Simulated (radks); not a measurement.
Excited configurations of Au II: one electron is placed in a higher orbital outside [Xe] 4f14 5d9. The ground configuration is [Xe] 4f14 5d10. Calculated with a radial shooting solver on a logarithmic mesh with Libxc functionals: Dirac Kohn-Sham, BLYP, spin-unpolarised, spherical densities, finite nucleus; open shells are shared between the two j in proportion to 2j + 1; Fermi nuclear charge, rms radius 5.4371 fm. Excitation = E - E(ground); binding = E(ion) - E, where the ion is the core of charge +2; n* = 2/sqrt(2 binding) in atomic units, and the quantum defect is n - n*. Eigenvalue and <r> are those of j = l + 1/2.

outer orbital  excitation (eV)  binding (eV)  quantum defect  <r> (bohr)
5f                      17.677         3.456           1.032       8.492
6s                       2.554        18.579           4.288       2.582
6p                       9.512        11.621           3.836       3.528
6d                      15.502         5.631           2.891       5.936
6f                      18.690         2.444           1.281       14.04
7s                      14.184         6.949           4.202       6.046
7p                      15.801         5.332           3.805       7.573
7d                      17.695         3.438           3.022       10.88
7f                      19.338         1.796           1.495       20.69

The Delta-SCF ionisation energy is 21.134 eV (NIST Atomic Spectra Database: 20.20 eV, measured). Self-interaction in the functional shifts the binding energies and quantum defects, so they are the method's values and not measured ones. Spin polarisation and multiplet splitting are left out, so open shells lie too high by an amount that depends on their filling. Sharing an open shell by 2j + 1 raises it above the true ground level by a part of the spin-orbit splitting, which enters the differences from NIST.

Beside tabulated values, note that spin-unpolarised runs miss the spin-polarisation part of the exchange energy of open shells.
